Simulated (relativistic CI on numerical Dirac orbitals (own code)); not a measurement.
## Sc³⁺ in a cubic cluster: L2,3 absorption with charge transfer

Computed with a charge-transfer multiplet model of a cubic metal-ligand cluster with up to 2 ligand holes, Slater and spin-orbit integrals from Dirac-Coulomb-Breit ions, Slater integrals scaled by 0.7. The ground state mixes d0 with configurations of k ligand holes L, whose averages lie at kΔ + k(k − 1)U_dd/2; a core hole lowers each added d electron by U_cd. 20 K, Lorentzian 0.4 eV and Gaussian 0.3 eV FWHM.

Atomic integrals in eV (Slater integrals scaled, ζ unscaled), ground: F2dd 4.121, F4dd 2.525, zeta_d 0.005; with the core hole: F2dd 4.121, F4dd 2.525, zeta_d 0.020, zeta_core 3.005, F2cd 3.598, G1cd 2.586, G3cd 1.465. Where a configuration has fewer than two d electrons, the dd integrals are those of d2.

Cluster parameters (eV): Δ = 3.6, U_dd = 4.8, U_cd = 5.6, 10Dq(ligand) = 0.5, V(eg) = 2.25, V(t2g) = -0.98, final-state hopping factor = 1.

Weights, n_d and S are thermal averages at 20 K. Photon energies count from the first peak over 30 % of the highest in each spectrum, which can be another peak from case to case. The parameters are a model scan and need not match a compound or its usual spin state. Peaks in eV (height, largest 100): -1.3 (14), 0.0 (100), 2.9 (25), 4.1 (76).

Which parameters give this spectrum?
A. 10Dq = 0.2 eV
B. 10Dq = 1.1 eV
C. 10Dq = 1.4 eV

A. 10Dq = 0.2 eV; the ground state then has 0.57 d electrons and S = 0.00. The choice follows from running the model for each set and comparing peak positions and heights.
